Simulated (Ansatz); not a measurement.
`CN([SiH3])P` → `CNP` + `[SiH2]` at 500 K and 1 bar (silylene loss).

Computed with Ansatz on PBE0-D4/def2-TZVP structures; ΔE is electronic, products minus reactants. CCSD(T)/CBS adds triple-zeta CCSD(T) − MP2 to the extrapolated MP2 energy (def2 sets, frozen cores). This one scheme is used for every species. Each species was taken in one conformer, which may not be the lowest.

```
      species  CCSD(T)/CBS energy (Eh)  H − E (kJ/mol)  S (J/(mol·K))
`CN([SiH3])P`               -727.58290           277.0          413.2
        `CNP`               -437.28343           223.2          334.9
     `[SiH2]`               -290.19011            48.0          226.5
```

H − E and S are ideal-gas, rigid-rotor, harmonic terms from PBE0-D4/def2-TZVP, for one conformer and one mirror image of each species. 1 Eh = 2625.50 kJ/mol, R = 8.31446 J/(mol·K).

Question: By hand: ΔE, ΔH, ΔS and ΔG.

Answer: ΔE = (-437.28343) + (-290.19011) − (-727.58290) = 0.10936 Eh = 287.1 kJ/mol. Δ(H − E) = 223.2 + 48.0 − 277.0 = -5.8, so ΔH = 281.3 kJ/mol. ΔS = 334.9 + 226.5 − 413.2 = 148.2 J/(mol·K). ΔG = 281.3 − 500 × (148.2)/1000 = 207.2 kJ/mol.

Question: By hand: the equilibrium constant, and the temperature at which ΔG would vanish if ΔH and ΔS stayed fixed.

Answer: log₁₀ K = −ΔG/(RT ln 10) = -21.6. ΔG = 0 at ΔH/ΔS = 1898 K.

The number of gas molecules changes by +1, which sets the sign of ΔS. A doubt of 5 kJ/mol in ΔE shifts log₁₀ K by 0.5 here. Other conformers and mirror images would add mixing entropy, several J/(mol·K) or more a flexible species. These are equilibria of isolated gas molecules and say nothing of rates. Largest T1 diagnostic: 0.014 (customary marks: 0.02 for closed shells, 0.045 for open ones).
